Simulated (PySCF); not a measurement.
**Calculated NMR parameters of 3-furoic acid**

| Item | Value |
| --- | --- |
| Formula | C5H4O3 |
| SMILES | O=C(O)c1ccoc1 |
| Point group of the computed structure | Cs |
| Degrees of unsaturation | 4 |
| Carbon signals | 5 |
| Proton signals | 4 |

Numbering as in the mapped SMILES `[O:1]=[C:2]([OH:3])[c:4]1[cH:5][cH:6][o:7][cH:8]1` (H(Xn): hydrogen on atom n).

[PySCF: shieldings: GIAO PBE0/pcSseg-1; structure optimised with GFN2-xTB; in vacuum; single conformer; non-relativistic Hamiltonian]

Referencing at the same level of theory: ¹H, ¹³C vs TMS; ¹⁷O vs H2O.

| carbon | δC, type | δH (multiplicity) | HMBC from (2–3 bonds) | span of the C tensor (ppm) |
| --- | --- | --- | --- | --- |
| C2 | 167.5, C | – | H(C8), H(C5) | 160 |
| C4 | 125.1, C | – | H(C8), H(C6), H(C5) | 147 |
| C5 | 119.0, CH | 7.11 (m) | H(C8), H(C6) | 180 |
| C6 | 147.5, CH | 7.50 (m) | H(C8), H(C5) | 140 |
| C8 | 155.9, CH | 8.31 (m) | H(C6), H(C5) | 160 |

Other nuclei:
```tsv
atoms	nucleus	environment	δ (ppm)	σ (ppm)
H(O3)	¹H	hydrogen on an acid hydroxyl oxygen	6.21	25.50
O1	¹⁷O	carbonyl oxygen	413.5	-77.4
O7	¹⁷O	aromatic ring oxygen	309.0	27.0
O3	¹⁷O	acid hydroxyl oxygen	205.8	130.3
```

Carbon types of the structure: 2 × C, 3 × CH, leaving 1 H on heteroatoms. δC 167.5: carboxylic acid carbon; it is a carbonyl in resonance with an O or N lone pair, the region of acids, esters and amides. δC 155.9, 147.5: aromatic CH next to the ring oxygen. δC 125.1: substituted aromatic carbon. δC 119.0: aromatic CH. δH 7.11: hydrogen on an aromatic CH; aromatic region.

Exchangeable OH/NH protons stand at their gas-phase positions; hydrogen bonding in a real sample shifts them, mostly to higher δ. Shifts are as computed. Against solution values, carbons near 30 ppm lie about +3 ppm off and those near 130 ppm about +5 ppm. Of 1211 compounds with measured shifts, 218 miss one by over three times the rms of a fit or turn the order of signals round; such compounds aren't used in these exercises. In solution the two oxygens of a carboxylic acid exchange roles by proton transfer and give one 17O line. Hydrogen bonding in solution shields acid and N–H amide carbonyl oxygens by tens of ppm. Hydrogen bonding in solution deshields acid and N–H amide carbonyl carbons by as much as 10 ppm beyond these values. Unscaled 17O shifts of doubly bonded oxygen tend to come out too high, by tens of ppm or more. Experimental scales use liquid or dissolved standards, which lie at an offset from isolated H2O (liquid H2O: subtract about 36 ppm). No couplings were computed; multiplicities are counted from neighbouring protons, with m where these are inequivalent, close in shift, in a saturated or five-membered ring or joined by F or P, and br s for small geminal =CH2 splittings.
